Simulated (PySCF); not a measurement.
PySCF 2.14 output of an unrestricted r2SCANh calculation on a single atom or ion in x2c-TZVPPall (11s7p7d2f2g, 99 functions), with the spin-free X2C one-electron Hamiltonian (Gaussian nucleus):

```
SCF conv_tol = 1e-09
number electrons alpha = 36  beta = 35
    M. Bursch, H. Neugebauer, S. Ehlert, and S. Grimme.,  J. Chem. Phys. 156, 134105 (2022)
cycle= 1 E= -14563.4506389015  delta_E= -0.0217  |g|= 0.341  |ddm|= 0.498
cycle= 2 E= -14563.4363225983  delta_E= 0.0143  |g|= 0.474  |ddm|= 0.406
cycle= 3 E= -14563.4648736931  delta_E= -0.0286  |g|= 0.0121  |ddm|= 0.263
cycle= 4 E= -14563.4651320569  delta_E= -0.000258  |g|= 0.00568  |ddm|= 0.0448
cycle= 5 E= -14563.4652669808  delta_E= -0.000135  |g|= 0.00263  |ddm|= 0.0304
cycle= 6 E= -14563.465354203  delta_E= -8.72e-05  |g|= 0.000665  |ddm|= 0.0507
cycle= 7 E= -14563.4653544022  delta_E= -1.99e-07  |g|= 0.000106  |ddm|= 0.00325
cycle= 8 E= -14563.4653544123  delta_E= -1.01e-08  |g|= 1.81e-05  |ddm|= 0.00045
cycle= 9 E= -14563.4653544134  delta_E= -1.09e-09  |g|= 3.84e-06  |ddm|= 0.000199
cycle= 10 E= -14563.4653544134  delta_E= -6e-11  |g|= 6.45e-07  |ddm|= 8.07e-05
converged SCF energy = -14563.4653544134  <S^2> = 0.85950069  2S+1 = 2.1066568
```

The run itself started from symmetry-adapted Hartree-Fock orbitals and held the occupation by maximum overlap, on a logarithmic radial grid, so the iterations belong to that start.

Q: Which element, charge and spin multiplicity is this?

A: Lu (lutetium, neutral), multiplicity 2; the state was [Xe] 4f14 5d1 6s2, 2D determinant.

Spin-orbit coupling, absent here, splits the open shell strongly. ⟨S²⟩ = 0.86 against 0.75 shows spin contamination.
